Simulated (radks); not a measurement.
Spherical quantum dot in the effective-mass picture: electrons in a parabolic well V = omega^2 r^2 / 2 with omega = 0.462, with a point charge +1 (a donor) at the centre, all in effective atomic units (hartree* = m*/eps^2 hartree, bohr* = eps/m* bohr), one dielectric constant everywhere. Method: non-relativistic Kohn-Sham, LDA (Slater exchange, Perdew-Wang correlation), spin-polarised, spherical densities; computed with a radial shooting solver with Libxc functionals. Levels are named by radial order and angular momentum (1s, 1p, 1d, 2s, ...), and open shells are averaged over m. At N = 39 the configuration is 1s2 1p6 1d10 2s2 1f14 2p(up 3, down 2). Does electron 40 go into 1g down or 2p down or 1g up?

Answer. Into 2p down. The total energies of the other choices lie higher by 0.0985 hartree* (1g up), 0.101 hartree* (1g down).
